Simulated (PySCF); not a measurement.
A calculated (UHF, PySCF 2.14, def2-SVP, no relativity, point nucleus) atom or ion has these occupied shells.

```json
{"shell": "1s α", "electrons": "1", "orbital energy (eV)": "-11792.3", "rms radius, mean of both spins (bohr)": "0.0537"}
{"shell": "1s β", "electrons": "1", "orbital energy (eV)": "-11792.2", "rms radius, mean of both spins (bohr)": "0.0537"}
{"shell": "2s α", "electrons": "1", "orbital energy (eV)": "-1553.7", "rms radius, mean of both spins (bohr)": "0.224"}
{"shell": "2s β", "electrons": "1", "orbital energy (eV)": "-1553.6", "rms radius, mean of both spins (bohr)": "0.224"}
{"shell": "2p α", "electrons": "3", "orbital energy (eV)": "-1386.6", "rms radius, mean of both spins (bohr)": "0.198"}
{"shell": "2p β", "electrons": "3", "orbital energy (eV)": "-1386.5", "rms radius, mean of both spins (bohr)": "0.198"}
{"shell": "3s α", "electrons": "1", "orbital energy (eV)": "-240.31", "rms radius, mean of both spins (bohr)": "0.650"}
{"shell": "3s β", "electrons": "1", "orbital energy (eV)": "-240.13", "rms radius, mean of both spins (bohr)": "0.650"}
{"shell": "3p α", "electrons": "3", "orbital energy (eV)": "-181.86", "rms radius, mean of both spins (bohr)": "0.671"}
{"shell": "3p β", "electrons": "3", "orbital energy (eV)": "-181.60", "rms radius, mean of both spins (bohr)": "0.671"}
{"shell": "3d α", "electrons": "5", "orbital energy (eV)": "-79.263", "rms radius, mean of both spins (bohr)": "0.744"}
{"shell": "3d β", "electrons": "5", "orbital energy (eV)": "-79.132", "rms radius, mean of both spins (bohr)": "0.744"}
{"shell": "4s α", "electrons": "1", "orbital energy (eV)": "-38.332", "rms radius, mean of both spins (bohr)": "2.01"}
{"shell": "4s β", "electrons": "1", "orbital energy (eV)": "-35.579", "rms radius, mean of both spins (bohr)": "2.01"}
{"shell": "4p α", "electrons": "1", "orbital energy (eV)": "-27.759", "rms radius, mean of both spins (bohr)": "2.36"}
```

Problem. Name the element and its charge.

Solution. As²⁺ (arsenic, charge +2), in [Ar] 3d10 4s2 4p1, 2P determinant.
